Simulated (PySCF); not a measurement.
Computed shifts of a molecule C5H7Cl, PBE/pcSseg-1 (PySCF), GIAO, gas phase, equivalent atoms averaged, in ppm (number of nuclei): ¹³C: 214.9 (1), 117.6 (1), 102.0 (1), 26.6 (2). ¹H: 6.43 (1), 2.15 (6). References: ¹³C against TMS (σ = 182.0 ppm); ³⁵Cl against HCl (σ = 936.5 ppm); ¹H against TMS (σ = 31.49 ppm), references at their B3LYP-D3(BJ)/def2-TZVP geometries, non-relativistic (without spin–orbit terms, shifts of atoms bonded to Cl or Br come out too high). Coordinates come from a r2SCAN-D4/def2-SVP optimisation. The values are those of a single conformer.

Identify the compound among the candidates.
A) C[C@H]1C=C(Cl)C1
B) CC(C)=C=CCl
C) CC#CCCCl
D) C=C=CCCCl

B, CC(C)=C=CCl
